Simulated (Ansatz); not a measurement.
propylene glycol (C3H8O2), singlet, geometry from GFN2-xTB; B3LYP/STO-3G run with Ansatz (a first-principles code).

Here is a job for Ansatz.
Ansatz 0.2 input:
```yaml
crystal:
  periodic: [false, false, false]
  atoms:
    - {symbol: C, position_ang: [1.83324331, 0.13638099, 0.35090210]}
    - {symbol: C, position_ang: [0.42691443, 0.30654220, -0.21207806]}
    - {symbol: O, position_ang: [-0.28124422, 1.34971891, 0.43155499]}
    - {symbol: C, position_ang: [-0.38814764, -0.99223231, -0.10847029]}
    - {symbol: O, position_ang: [-1.67642873, -0.82208827, -0.63781928]}
    - {symbol: H, position_ang: [2.36667096, 1.08275455, 0.30757844]}
    - {symbol: H, position_ang: [1.78849069, -0.19345144, 1.38820166]}
    - {symbol: H, position_ang: [2.38133734, -0.60316406, -0.22521041]}
    - {symbol: H, position_ang: [0.47213216, 0.61355869, -1.26229834]}
    - {symbol: H, position_ang: [-0.25594914, 1.19385292, 1.38370519]}
    - {symbol: H, position_ang: [0.09000513, -1.79465989, -0.67338889]}
    - {symbol: H, position_ang: [-0.44945832, -1.29548663, 0.95090902]}
    - {symbol: H, position_ang: [-1.96390590, 0.07140544, -0.40150486]}
basis:
  gaussian:
    orbitals: STO-3G
hamiltonian:
  xc: b3lyp
scf: {lower_state_search: light}
```

It wrote (shortened):

```
Functional definition: B3LYP
480 factors; integrals over basis functions are off by at most 4.0e-5 eV
mean field evaluation 1: about -7237.2198 eV, gradient 2.1e1 eV
mean field evaluation 2: about -7237.2328 eV, gradient 2.3e1 eV
mean field evaluation 4: about -7238.6139 eV, gradient 3.5e-1 eV
mean field evaluation 8: about -7238.5799 eV, gradient 3.6e-3 eV
mean field -7238.57988816 eV, -266.0129044041 hartree, gradient 2.6e-5 eV, S^2 0.000000; 0 other end points of the search recorded, 0 dependent functions left out
reference -7238.58007702 eV, -266.0129113446 hartree; 21, 21 occupied and 12, 12 virtual orbitals, 480 factors
Total energy: -7238.58007702 eV, -266.0129113446 hartree
```
